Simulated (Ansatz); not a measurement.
C2H7Ga⁺, that is GaMe2H with one electron fewer. Total charge 1; doublet. Geometry PBE-D4/def2-SVP, that of the neutral singlet; atoms count from 1.

| atom | x (Å) | y (Å) | z (Å) |
| --- | --- | --- | --- |
| Ga1 | -0.127 | 0.733 | 0.226 |
| C2 | -1.520 | -0.654 | 0.491 |
| H3 | -1.146 | -1.431 | 1.193 |
| H4 | -1.736 | -1.174 | -0.467 |
| H5 | -2.468 | -0.248 | 0.895 |
| C6 | 1.595 | 0.226 | -0.620 |
| H7 | 1.417 | -0.073 | -1.675 |
| H8 | 2.033 | -0.659 | -0.111 |
| H9 | 2.340 | 1.045 | -0.613 |
| H10 | -0.388 | 2.235 | 0.681 |

(1) Estimate the Mulliken populations from the PBE0/def2-TZVP orbitals of Ansatz.

(2) Where does the spin sit?

(3) And the Mayer bond orders between bonded heavy atoms (over 0.3)?

## Answers

(1) 
```json
{"atom": "Ga1", "charge (e)": "0.46", "spin (α − β)": "0.18"}
{"atom": "C2", "charge (e)": "-0.42", "spin (α − β)": "0.42"}
{"atom": "H3", "charge (e)": "0.22", "spin (α − β)": "0.00"}
{"atom": "H4", "charge (e)": "0.22", "spin (α − β)": "0.00"}
{"atom": "H5", "charge (e)": "0.23", "spin (α − β)": "0.02"}
{"atom": "C6", "charge (e)": "-0.42", "spin (α − β)": "0.42"}
{"atom": "H7", "charge (e)": "0.22", "spin (α − β)": "0.00"}
{"atom": "H8", "charge (e)": "0.22", "spin (α − β)": "0.00"}
{"atom": "H9", "charge (e)": "0.23", "spin (α − β)": "0.02"}
{"atom": "H10", "charge (e)": "0.04", "spin (α − β)": "-0.04"}
```
Mulliken values and Mayer orders depend strongly on the basis.

(2) Summed by element: Ga 0.18, C 0.83, H -0.01, of 1 unpaired in all. Largest on single atoms: C6 0.42, C2 0.42, Ga1 0.18.

(3) Ga1–C2 0.76 (1.98 Å); Ga1–C6 0.76 (1.98 Å).
